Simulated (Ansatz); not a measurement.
`[SiH3]C[NH][AlH][SH]`, charge 0, multiplicity 1.

(1) Give a relaxed structure at PBE0-D4/def2-TZVP (the Gaussian-basis code of Ansatz). (Best estimate.)

## Answers

(1) The calculation gave: 
```xyz
13

Si    1.452   -0.805   -1.166
C     0.745   -0.286    0.508
N     0.000    0.959    0.398
Al   -1.732    1.293    0.535
S    -3.149   -0.311    0.986
H     2.297   -2.027   -1.059
H     0.334   -1.061   -2.113
H     2.283    0.309   -1.701
H     0.084   -1.082    0.865
H     1.545   -0.216    1.257
H     0.601    1.732    0.151
H    -2.252    2.766    0.331
H    -2.209   -1.272    1.010
```
This is one stationary point; other conformers may exist.
